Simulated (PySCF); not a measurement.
# Radiative rates from a computed spectrum

Species: C₆H₁₀N₂O.
SMILES: `CNc1c(C)noc1C`

Level of theory: TDDFT PBE0/def2-SVPD, vertical, gas phase, core orbitals frozen in the response (PySCF). Isolated species at its PBE0-D3(BJ)/def2-SVP geometry (one conformer only). Torsions of this conformer, `[CH3:1][NH:2][c:3]1[c:4]([CH3:5])[n:6][o:7][c:8]1[CH3:9]`: C1–N2–C3–C4 164°.

Computed singlets with f of 0.002 or more:

| state | λ (nm) | f |
| --- | --- | --- |
| S1 | 243.8 | 0.0028 |
| S2 | 237.4 | 0.104 |
| S3 | 217.8 | 0.0060 |
| S4 | 198.7 | 0.0059 |
| S5 | 189.9 | 0.050 |
| S6 | 187.8 | 0.0063 |

Task: Give A, τ, |μ| and ∫σ dE for each state.

Result: A / s⁻¹ = 0.6670 f (ν̃ / cm⁻¹)² and τ = 1/A in vacuum; |μ| follows from f = (2/3) ΔE |μ|² (atomic units, 1 au = 2.5417 D); ∫σ dE = 109.76 f Mb·eV.

| state | A (s⁻¹) | τ | \|μ\| (D) | ∫σ dE (Mb·eV) |
| --- | --- | --- | --- | --- |
| S1 | 3.1×10⁶ | 320 ns | 0.38 | 0.31 |
| S2 | 1.2×10⁸ | 8.1 ns | 2.29 | 11 |
| S3 | 8.4×10⁶ | 120 ns | 0.53 | 0.65 |
| S4 | 1.0×10⁷ | 100 ns | 0.50 | 0.65 |
| S5 | 9.3×10⁷ | 11 ns | 1.43 | 5.5 |
| S6 | 1.2×10⁷ | 83 ns | 0.50 | 0.7 |

The rates are for emission to S0 at the absorption energy, with no other channel.

Task: Suppose S1 emitted 0.3 eV lower with the same transition dipole. How would A change?

Result: At fixed |μ|, A goes as the cube of the energy: (4.79/5.09)³ = 0.83, which makes τ about 380 ns.

Task: How much energy does a mole of photons resonant with S2 carry?

Result: 5.223 eV × 96.485 = 504 kJ/mol (120 kcal/mol).

Task: What is the integrated cross-section of all computed states together?

Result: Σf = 0.175 over S1 to S6, so 109.76 × Σf ≈ 19.2 Mb·eV.
